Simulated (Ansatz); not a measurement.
Relaxation of BH5N2O (9 atoms, charge 0, multiplicity 1), to a largest force component of 0.015 eV/Å in at most 40 steps.

Computed with RKS PBE0-D4/cc-pVDZ (Ansatz 0.2.0).

```xyz
9
Properties=species:S:1:pos:R:3
N -0.627 0.948 -0.951
B -0.270 -0.086 0.030
N 1.121 -0.630 0.006
O -1.168 -0.586 0.986
H -1.386 0.617 -1.600
H -0.976 1.828 -0.469
H 1.575 -0.477 0.978
H 1.121 -1.647 -0.130
H -1.143 0.007 1.824
```

**Question.** Where does it end, and by what steps?

**Answer.** The forces met the threshold. After 15 steps the energy has fallen by 2.130 eV; H8 moved furthest, 1.04 Å.

| step | energy less start (eV) | largest force component (eV/Å) | accepted |
| --- | --- | --- | --- |
| 0 | 0.0000 | 2.109 | yes |
| 1 | -0.2774 | 1.163 | yes |
| 2 | -0.4571 | 0.941 | yes |
| 3 | -0.6833 | 1.948 | yes |
| 4 | -1.0337 | 2.001 | yes |
| 5 | -1.4928 | 1.596 | yes |
| 6 | -1.9043 | 0.880 | yes |
| 7 | -2.0724 | 0.439 | yes |
| 8 | -2.1224 | 0.326 | yes |
| 9 | -2.1201 | 0.362 | no |
| 10 | -2.1259 | 0.194 | yes |
| 11 | -2.1272 | 0.206 | yes |
| 12 | -2.1287 | 0.111 | yes |
| 13 | -2.1288 | 0.148 | yes |
| 14 | -2.1300 | 0.045 | yes |
| 15 | -2.1301 | 0.006 | yes |

```xyz
9
Properties=species:S:1:pos:R:3
N -0.787 0.773 -0.720
B -0.220 -0.041 0.309
N 0.860 -0.927 0.050
O -0.683 0.002 1.615
H -0.566 0.601 -1.691
H -1.708 1.178 -0.616
H 1.371 -1.333 0.820
H 1.381 -0.912 -0.814
H -1.400 0.633 1.721
```

Time of the run: 45 s on 1 thread of Arm Neoverse V1, with other jobs on the host, peak memory 0.14 GiB.
